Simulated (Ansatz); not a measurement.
Li3PS4⁺. Total charge 1; doublet. Geometry r2SCAN-D4/def2-SVP, that of the neutral singlet; atoms count from 1.

```xyz
8

Li   -1.480   -0.554   -1.530
Li    2.177   -0.259    0.186
Li   -0.537   -0.952    1.308
P    -0.256    1.608    0.270
S     0.922    0.831    1.841
S    -2.099    0.587    0.423
S     0.567   -1.653   -0.924
S     0.707    0.392   -1.575
```

Another isomer (singlet) lies 0.18 eV lower at PBE0-D4/def2-TZVP; other spin states weren't run for this one.

Q: Estimate the Mulliken populations from the PBE0/def2-TZVP orbitals of Ansatz.

A: 
```json
{"atom": "Li1", "charge (e)": "0.77", "spin (α − β)": "0.00"}
{"atom": "Li2", "charge (e)": "0.77", "spin (α − β)": "0.00"}
{"atom": "Li3", "charge (e)": "0.71", "spin (α − β)": "0.03"}
{"atom": "P4", "charge (e)": "0.33", "spin (α − β)": "0.26"}
{"atom": "S5", "charge (e)": "-0.43", "spin (α − β)": "0.24"}
{"atom": "S6", "charge (e)": "-0.43", "spin (α − β)": "0.24"}
{"atom": "S7", "charge (e)": "-0.52", "spin (α − β)": "0.05"}
{"atom": "S8", "charge (e)": "-0.22", "spin (α − β)": "0.17"}
```
Mulliken values and Mayer orders depend strongly on the basis.

Q: Where does the spin sit?

A: Summed by element: Li 0.04, P 0.26, S 0.70, of 1 unpaired in all. Largest on single atoms: P4 0.26, S5 0.24, S6 0.24.

Q: And the Mayer bond orders between bonded heavy atoms (over 0.3)?

A: P4–S5 1.38 (2.11 Å); P4–S6 1.38 (2.11 Å); P4–S8 0.78 (2.41 Å); S7–S8 1.15 (2.15 Å).
